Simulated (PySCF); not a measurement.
Isomers of C4H12Si2, one conformer each; single-point electronic energies without zero-point terms and without any empirical dispersion term.

Computed with PySCF at PBE0/pcSseg-1, non-relativistic, each on one gas-phase PBE0-D3(BJ)/def2-SVP geometry that isn't relaxed in the solvent. The solvent is an IEF-PCM continuum (van der Waals radii × 1.2). The model holds no explicit solvent molecules, cavitation or dispersion.

```csv
isomer,"relative energy, gas (kJ/mol)",dipole (D)
`[SiH3]C[C@@H]1CC[SiH2]1`,0.0,1.01
`C=C[SiH2]CC[SiH3]`,10.5,0.74
```

Question: How do the relative energies look in chloroform (ε = 4.711)?

Answer: 
```tsv
isomer	relative energy, solvent (kJ/mol)	E(solvent) − E(gas) (kJ/mol)	dipole in solvent (D)
`[SiH3]C[C@@H]1CC[SiH2]1`	0.0	-2.6	1.22
`C=C[SiH2]CC[SiH3]`	8.1	-5.1	0.83
```

The order is unchanged. Conformers: `[SiH3:1][CH2:2][C@@H:3]1[CH2:4][CH2:5][SiH2:6]1` with Si1–C2–C3–C4 175°, C2–C3–C4–C5 -152°, C3–C4–C5–Si6 24°, C4–C5–Si6–C3 -20°, C2–C3–Si6–C5 141°; `[CH2:1]=[CH:2][SiH2:3][CH2:4][CH2:5][SiH3:6]` with C1–C2–Si3–C4 -114°, C2–Si3–C4–C5 180°, Si3–C4–C5–Si6 -179°. `C=C[SiH2]CC[SiH3]` gains most from the continuum, while `[SiH3]C[C@@H]1CC[SiH2]1` has the largest gas-phase dipole. The gains span 2.5 kJ/mol, the gas-phase energies 10.5 kJ/mol.
